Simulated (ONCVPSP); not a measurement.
# Pseudopotential generation for titanium: ONCV, PBE, fully relativistic.

ONCVPSP 4.0.1 was run on this input:

```
# ATOM AND REFERENCE CONFIGURATION
# atsym  z   nc   nv     iexc    psfile
  Ti 22.00    5    2        4      upf
#
#   n    l    f
    1    0    2.00
    2    0    2.00
    2    1    6.00
    3    0    2.00
    3    1    6.00
    3    2    2.00
    4    0    2.00
#
# PSEUDOPOTENTIAL AND OPTIMIZATION
# lmax
    2
#
#   l,   rc,      ep,       ncon, nbas, qcut
    0    2.65    0.00    4    7    2.00
    1    2.80    0.21    4    7    2.70
    2    1.80    0.00    4    8    9.60
#
# LOCAL POTENTIAL
# lloc, lpopt,  rc(5),   dvloc0
    4    5    1.45    0.00
#
# VANDERBILT-KLEINMAN-BYLANDER PROJECTORs
# l, nproj, debl
    0    3    1.60
    1    2    0.70
    2    2    2.80
#
# MODEL CORE CHARGE
# icmod, fcfact, rcfact
    2    0.25    0.95
#
# LOG DERIVATIVE ANALYSIS
# epsh1, epsh2, depsh
   -2.00    5.00    0.02
#
# OUTPUT GRID
# rlmax, drl
    6.00    0.01
#
# TEST CONFIGURATIONS
# ncnf
    4
# nvcnf
#   n    l    f
    2
    3    2    2.00
    4    0    1.00
#
    2
    3    2    2.00
    4    0    0.00
#
    2
    3    2    1.00
    4    0    0.00
#
    3
    3    2    1.00
    4    0    2.00
    4    1    1.00
#
```

Command:

```bash
oncvpspr.x < Ti.dat > Ti.out
```

Resulting log (shortened: citation, most of the input echo, consistency checks and plot data are left out):

```
ONCVPSP  (Optimized Norm-Conservinng Vanderbilt PSeudopotential)
relativistic version 4.0.1

#   n    l    f        energy (Ha)
    1    0    2.00    -1.7889824D+02
    2    0    2.00    -1.9727729D+01
    2    1    6.00    -1.6251432D+01    -1.6463565D+01
    3    0    2.00    -2.3013618D+00
    3    1    6.00    -1.4198315D+00    -1.4440058D+00
    3    2    2.00    -1.5586641D-01    -1.5756243D-01
    4    0    2.00    -1.6414400D-01

Reference configufation results
  iterations    22
  all-electron total energy (Ha)   -8.53573011D+02

Begin loop to  construct optimized pseudo wave functions
and semi-local pseudopoentials for all angular momenta

   Wellstate for l =  0  n =  6 kap= -1
     eigenvalue =   1.4359
     asymptotic potential =   1.9359
     half-point radius =  5.2111

   Wellstate for l =  0  n =  7 kap= -1
     eigenvalue =   3.0359
     asymptotic potential =   3.5359
     half-point radius =  4.8018

Calculating optimized projector #   1

 for l=   0

    Fraction of norm inside rc  0.275022
    Optimizing pswf for qcut=   2.00 a_B^-1,  ecut=   2.00 Ha
    Residual kinetic energy error=  3.44D-03 Ha

    Energy error per electron        Cutoff
         Ha          eV             Ha
         0.01000     0.27211        1.38
         0.00100     0.02721        3.57
         0.00010     0.00272       13.26
         0.00001     0.00027       16.54

Calculating optimized projector #   2

 for l=   0

    Fraction of norm inside rc  0.154379
    Optimizing pswf for qcut=   2.00 a_B^-1,  ecut=   2.00 Ha
    Residual kinetic energy error=  1.65D-01 Ha

    Energy error per electron        Cutoff
         Ha          eV             Ha
         0.01000     0.27211        4.85
         0.00100     0.02721       11.91
         0.00010     0.00272       16.72
         0.00001     0.00027       24.79

Calculating optimized projector #   3

 for l=   0

    Fraction of norm inside rc  0.154069
    Optimizing pswf for qcut=   2.00 a_B^-1,  ecut=   2.00 Ha
    Residual kinetic energy error=  4.80D-01 Ha

    Energy error per electron        Cutoff
         Ha          eV             Ha
         0.01000     0.27211       17.71
         0.00100     0.02721       31.44
         0.00010     0.00272       35.43
         0.00001     0.00027       46.39

WARNING wellstate: moderately localized bound state found for n= 4 l=  1
WARNING scattering state with energy  0.05000000
WARNING will be used for the first projector

   Wellstate for l =  1  n =  4 kap= -2
     eigenvalue =   0.0500
     asymptotic potential =   0.5500
     half-point radius =  4.8351

   Wellstate for l =  1  n =  5 kap= -2
     eigenvalue =   0.7500
     asymptotic potential =   1.2500
     half-point radius =  5.0562

Calculating optimized projector #   1

 for l=   1

    Fraction of norm inside rc  0.316021
    Optimizing pswf for qcut=   2.70 a_B^-1,  ecut=   3.64 Ha
    Residual kinetic energy error=  3.86D-05 Ha

    Energy error per electron        Cutoff
         Ha          eV             Ha
         0.01000     0.27211        0.96
         0.00100     0.02721        2.28
         0.00010     0.00272        3.13
         0.00001     0.00027       15.73

Calculating optimized projector #   2

 for l=   1

    Fraction of norm inside rc  0.307616
    Optimizing pswf for qcut=   2.70 a_B^-1,  ecut=   3.64 Ha
    Residual kinetic energy error=  7.29D-03 Ha

    Energy error per electron        Cutoff
         Ha          eV             Ha
         0.01000     0.27211        2.96
         0.00100     0.02721       21.11
         0.00010     0.00272       25.88
         0.00001     0.00027       33.14

   Wellstate for l =  1  n =  4 kap=  1
     eigenvalue =   0.2100

   Wellstate for l =  1  n =  5 kap=  1
     eigenvalue =   0.7475

Calculating optimized projector #   1

 for l=   1

    Fraction of norm inside rc  0.320265
    Optimizing pswf for qcut=   2.70 a_B^-1,  ecut=   3.64 Ha
    Residual kinetic energy error=  3.55D-05 Ha

    Energy error per electron        Cutoff
         Ha          eV             Ha
         0.01000     0.27211        0.96
         0.00100     0.02721        2.29
         0.00010     0.00272        3.18
         0.00001     0.00027       13.08

Calculating optimized projector #   2

 for l=   1

    Fraction of norm inside rc  0.308521
    Optimizing pswf for qcut=   2.70 a_B^-1,  ecut=   3.64 Ha
    Residual kinetic energy error=  6.35D-03 Ha

    Energy error per electron        Cutoff
         Ha          eV             Ha
         0.01000     0.27211        2.86
         0.00100     0.02721       20.55
         0.00010     0.00272       25.73
         0.00001     0.00027       32.79

   Wellstate for l =  2  n =  5 kap= -3
     eigenvalue =   2.6441
     asymptotic potential =   3.1441
     half-point radius =  3.1790

Calculating optimized projector #   1

 for l=   2

    Fraction of norm inside rc  0.676884
    Optimizing pswf for qcut=   9.61 a_B^-1,  ecut=  46.18 Ha
    Residual kinetic energy error=  1.13D-07 Ha

    Energy error per electron        Cutoff
         Ha          eV             Ha
         0.01000     0.27211       25.04
         0.00100     0.02721       31.11
         0.00010     0.00272       35.99
         0.00001     0.00027       39.80

Calculating optimized projector #   2

 for l=   2

    Fraction of norm inside rc  0.203068
    Optimizing pswf for qcut=   9.61 a_B^-1,  ecut=  46.18 Ha
    Residual kinetic energy error=  3.39D-06 Ha

    Energy error per electron        Cutoff
         Ha          eV             Ha
         0.01000     0.27211       29.44
         0.00100     0.02721       35.79
         0.00010     0.00272       40.48
         0.00001     0.00027       44.21

   Wellstate for l =  2  n =  5 kap=  2
     eigenvalue =   2.6424

Calculating optimized projector #   1

 for l=   2

    Fraction of norm inside rc  0.679274
    Optimizing pswf for qcut=   9.61 a_B^-1,  ecut=  46.18 Ha
    Residual kinetic energy error=  1.10D-07 Ha

    Energy error per electron        Cutoff
         Ha          eV             Ha
         0.01000     0.27211       25.07
         0.00100     0.02721       31.13
         0.00010     0.00272       36.02
         0.00001     0.00027       39.81

Calculating optimized projector #   2

 for l=   2

    Fraction of norm inside rc  0.203500
    Optimizing pswf for qcut=   9.61 a_B^-1,  ecut=  46.18 Ha
    Residual kinetic energy error=  3.43D-06 Ha

    Energy error per electron        Cutoff
         Ha          eV             Ha
         0.01000     0.27211       29.47
         0.00100     0.02721       35.81
         0.00010     0.00272       40.49
         0.00001     0.00027       44.23

Construct Vanderbilt / Kleinmman-Bylander projectors

B matrix Hermiticity error, ll=  0  kap= -1
   1   2   -4.7793D-05
   1   3    6.8944D-05
   2   3    6.3972D-05

  Orthonormal projector coefficients  1.4383E+01  3.5086E+00  4.2797E-01

B matrix Hermiticity error, ll=  1  kap= -2
   1   2    2.5431D-05

  Orthonormal projector coefficients  3.8258E+00  8.5832E-01

B matrix Hermiticity error, ll=  1  kap=  1
   1   2    2.5483D-05

  Orthonormal projector coefficients  3.6529E+00  8.2358E-01

B matrix Hermiticity error, ll=  2  kap= -3
   1   2   -1.4066D-04

  Orthonormal projector coefficients -5.7613E+00 -1.5082E+00

B matrix Hermiticity error, ll=  2  kap=  2
   1   2   -1.4120D-04

  Orthonormal projector coefficients -5.7739E+00 -1.5135E+00

 Orthonormal scalar projector coefficients, l =  1
  3.7671E+00  8.4739E-01  3.8616E-04  3.8409E-05

 Orthonormal spin-orbit projector coefficients, l =  1
  1.6397E-01 -2.9608E-02  8.6112E-03 -4.5303E-03

 Orthonormal scalar projector coefficients, l =  2
 -5.7663E+00 -1.5103E+00 -1.1630E-08 -3.7689E-09

 Orthonormal spin-orbit projector coefficients, l =  2
  5.2042E-03  1.9673E-03 -7.7520E-06 -2.1377E-06

Model core correction analysis
  based on d2Exc/dn_idn_j

d2excae - all-electron derivatives

   -2.113675D-02   -9.044681D-03
   -9.042163D-03   -2.772853D-02

d2excps - pseudofunction derivatives with no core correction

   -6.981386D-02   -1.243522D-02
   -1.243427D-02   -3.093605D-02

rms 2nd derivative error    2.450893E-02

amplitude prefactor, scale prefactor
    8.7604    1.1818

d2excps - pseudofunction derivatives with core correction

   -4.527641D-02   -1.057674D-02
   -1.057291D-02   -3.043244D-02

rms 2nd derivative error    1.219349E-02

Pseudoatom total energy   -3.376212

Diagnostic tests using Vanderbilt-Kleinman-Bylander pseudopotentials
  relativistic with J = L +/- 1/2 projectors

   l  kap   rcore       rmatch      e in        delta e    norm test   slope test

   0  -1   2.6619979   2.7428219  -0.1641440  -0.0000002   1.0000135   1.0000047
   0  -1   2.6619979   2.7428219   1.4358560   0.0000025   1.0001180   1.0001180
   0  -1   2.6619979   2.7428219   3.0358560   0.0000453   1.0000871   1.0000871

   1  -2   2.8092445   2.8945392   0.0500000   0.0000008   1.0000339   1.0000339
   1   1   2.8092445   2.8945392   0.0474554   0.0000010   1.0000341   1.0000341
   1  -2   2.8092445   2.8945392   0.7500000   0.0000013   1.0000988   1.0000988
   1   1   2.8092445   2.8945392   0.7464748   0.0000013   1.0000973   1.0000973

   2  -3   1.8044255   1.8592118  -0.1558664  -0.0000025   1.0000339   1.0000509
   2   2   1.8044255   1.8592118  -0.1575624   0.0000024   1.0000397   1.0000217
   2  -3   1.8044255   1.8592118   2.6441336   0.0000452   1.0000877   1.0000877
   2   2   1.8044255   1.8592118   2.6430149   0.0000477   1.0000883   1.0000883

Diagnostic tests using Vanderbilt-Kleinman-Bylander pseudopotentials
  relativistic with scalar and spin-orbit non-local projectors

   l  kap   rcore       rmatch      e in        delta e    norm test   slope test

   0  -1   2.6619979   2.7428219  -0.1641440  -0.0000002   1.0000135   1.0000047
   0  -1   2.6619979   2.7428219   1.4358560   0.0000025   1.0001180   1.0001180
   0  -1   2.6619979   2.7428219   3.0358560   0.0000453   1.0000871   1.0000871

   1  -2   2.8092445   2.8945392   0.0500000  -0.0000758   1.0000503   1.0000503
   1   1   2.8092445   2.8945392   0.0474554  -0.0000758   1.0000508   1.0000508
   1  -2   2.8092445   2.8945392   0.7500000  -0.0000783   1.0000636   1.0000636
   1   1   2.8092445   2.8945392   0.7464748  -0.0000796   1.0000652   1.0000652

   2  -3   1.8044255   1.8592118  -0.1558664  -0.0000024   1.0000340   1.0000516
   2   2   1.8044255   1.8592118  -0.1575624   0.0000022   1.0000395   1.0000207
   2  -3   1.8044255   1.8592118   2.6441336   0.0000457   1.0000877   1.0000877
   2   2   1.8044255   1.8592118   2.6430149   0.0000470   1.0000883   1.0000883

Ghost test for J = L + 1/2

 Testing for bound ghosts
   n   l    E NL Schr. Eq   E Basis Diag.   E Cutoff

   1   0       -0.164144       -0.160268     36.72

   2   1       -0.053579       -0.039507     27.90

   3   2       -0.155869       -0.151711    105.76

 Testing for highly-localized positive-energy ghosts
       l    <radius>/rc     E Basis Diag.   E Cutoff

       0        0.257058        2.517723     36.72  WARNING - GHOST(+)

       0        0.501068       32.771456     36.72  WARNING - GHOST(+)

       1        0.768561        1.244674     27.90  WARNING - GHOST(+)

Ghost test for J = L - 1/2

 Testing for bound ghosts
   n   l    E NL Schr. Eq   E Basis Diag.   E Cutoff

   1   0       -0.164144       -0.160268     36.72

   2   1       -0.054560       -0.040852     27.90

   3   2       -0.157560       -0.153482    105.76

 Testing for highly-localized positive-energy ghosts
       l    <radius>/rc     E Basis Diag.   E Cutoff

       0        0.257058        2.517723     36.72  WARNING - GHOST(+)

       0        0.501068       32.771456     36.72  WARNING - GHOST(+)

       1        0.931847        1.258928     27.90  WARNING - GHOST(+)

Test configuration 0

   n   l kap    f        eae           eps        diff
   1   0  -1  2.0000 -178.89824096
   2   0  -1  2.0000  -19.72772891
   2   1  -2  4.0000  -16.25143200
   2   1   1  2.0000  -16.46356471
   3   0  -1  2.0000   -2.30136183
   3   1  -2  4.0000   -1.41983151
   3   1   1  2.0000   -1.44400582
   3   2  -3  1.2000   -0.15586641   -0.15586891   -2.50E-06
   3   2   2  0.8000   -0.15756243   -0.15756003    2.39E-06
   4   0  -1  2.0000   -0.16414400   -0.16414420   -1.99E-07

    Total energies and differences
      AE_ref= -8.53573011E+02  AE_tst= -8.53573011E+02  dif=  0.00E+00
      PS_ref= -3.37621246E+00  PS_tst= -3.37621246E+00  dif= -8.88E-15
      PSP excitation error=  8.88E-15

Test configuration 1

   n   l kap    f        eae           eps        diff
   1   0  -1  2.0000 -179.16992228
   2   0  -1  2.0000  -19.99390303
   2   1  -2  4.0000  -16.51806908
   2   1   1  2.0000  -16.73023599
   3   0  -1  2.0000   -2.56906886
   3   1  -2  4.0000   -1.68777746
   3   1   1  2.0000   -1.71192528
   3   2  -3  1.2000   -0.41707190   -0.41576824    1.30E-03
   3   2   2  0.8000   -0.41885695   -0.41754644    1.31E-03
   4   0  -1  1.0000   -0.38036225   -0.37995651    4.06E-04

    Total energies and differences
      AE_ref= -8.53573011E+02  AE_tst= -8.53303013E+02  dif=  2.70E-01
      PS_ref= -3.37621246E+00  PS_tst= -3.10633652E+00  dif=  2.70E-01
      PSP excitation error=  1.23E-04

Test configuration 2

   n   l kap    f        eae           eps        diff
   1   0  -1  2.0000 -179.49536925
   2   0  -1  2.0000  -20.31186915
   2   1  -2  4.0000  -16.83665113
   2   1   1  2.0000  -17.04886584
   3   0  -1  2.0000   -2.88625593
   3   1  -2  4.0000   -2.00427122
   3   1   1  2.0000   -2.02846689
   3   2  -3  1.2000   -0.72248581   -0.71915623    3.33E-03
   3   2   2  0.8000   -0.72438124   -0.72104826    3.33E-03
   4   0  -1  0.0000   -0.62083156   -0.62083156    0.00E+00

    Total energies and differences
      AE_ref= -8.53573011E+02  AE_tst= -8.52804252E+02  dif=  7.69E-01
      PS_ref= -3.37621246E+00  PS_tst= -2.60873707E+00  dif=  7.67E-01
      PSP excitation error=  1.28E-03

Test configuration 3

   n   l kap    f        eae           eps        diff
   1   0  -1  2.0000 -180.12992514
   2   0  -1  2.0000  -20.97704826
   2   1  -2  4.0000  -17.49927823
   2   1   1  2.0000  -17.71134089
   3   0  -1  2.0000   -3.49236654
   3   1  -2  4.0000   -2.59759309
   3   1   1  2.0000   -2.62298741
   3   2  -3  0.6000   -1.27393371   -1.28971439   -1.58E-02
   3   2   2  0.4000   -1.27625643   -1.29204754   -1.58E-02
   4   0  -1  0.0000   -0.97166544   -0.97166544    0.00E+00

    Total energies and differences
      AE_ref= -8.53573011E+02  AE_tst= -8.51813955E+02  dif=  1.76E+00
      PS_ref= -3.37621246E+00  PS_tst= -1.61283186E+00  dif=  1.76E+00
      PSP excitation error= -4.32E-03

Test configuration 4

   n   l kap    f        eae           eps        diff
   1   0  -1  2.0000 -179.13750652
   2   0  -1  2.0000  -19.99954632
   2   1  -2  4.0000  -16.52036215
   2   1   1  2.0000  -16.73230798
   3   0  -1  2.0000   -2.53429913
   3   1  -2  4.0000   -1.64310791
   3   1   1  2.0000   -1.66817581
   3   2  -3  0.6000   -0.34176075   -0.35838053   -1.66E-02
   3   2   2  0.4000   -0.34385349   -0.36048979   -1.66E-02
   4   0  -1  2.0000   -0.22863464   -0.22924246   -6.08E-04
   4   1  -2  0.6667   -0.09377247   -0.09241576    1.36E-03
   4   1   1  0.3333   -0.09528103   -0.09398485    1.30E-03

    Total energies and differences
      AE_ref= -8.53573011E+02  AE_tst= -8.53401331E+02  dif=  1.72E-01
      PS_ref= -3.37621246E+00  PS_tst= -3.19647093E+00  dif=  1.80E-01
      PSP excitation error= -8.06E-03
```

The run took about 5.6 s on one core of a shared server CPU.
